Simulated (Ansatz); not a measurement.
Si₂W₂ (the lowest singlet isomer of a short search) was relaxed with PBE0-D4 (def2-SVP) in Ansatz in these states: neutral quintet, neutral singlet, neutral triplet. The geometries follow in no particular order.

In the def2 sets W takes a core potential; there is no spin–orbit coupling.

A:

Cartesian coordinates in Å:
```
W 0.3083 0.0385 1.2343
W -1.1390 0.4331 -0.3677
Si 1.0764 1.3214 -0.6470
Si -0.2457 -1.7930 -0.2196
```

B:

Cartesian coordinates in Å:
```
W 0.2201 -1.1208 0.6731
W -1.3473 0.4970 0.5694
Si 1.1827 0.9689 0.2703
Si -0.0555 -0.3450 -1.5128
```

C:

```xyz
4

W     0.039   -1.457   -0.141
W    -1.290    0.635   -0.275
Si    0.287    0.278    1.488
Si    0.964    0.543   -1.072
```

Problem. Judge from the bond lengths which geometry belongs to which state (an estimate).

Solution. A is the neutral singlet (W1–W2 2.195 Å, W2–Si3 2.403 Å, W2–Si4 2.403 Å); B is the neutral triplet (W1–W2 2.255 Å, W2–Si3 2.591 Å, W2–Si4 2.591 Å); C is the neutral quintet (W1–W2 2.482 Å, W2–Si3 2.392 Å, W2–Si4 2.392 Å).

At PBE0-D4/def2-SVP the charge 0 quintet is spin-contaminated (final ⟨S²⟩ up to 6.24, 6.00 for a pure state). At PBE0-D4/def2-TZVP a singlet lies 0.54 eV below the neutral triplet. At PBE0-D4/def2-TZVP a singlet lies 1.78 eV below the neutral quintet. These are the stationary points nearest to one start from a short search; other shapes may lie lower in each state.
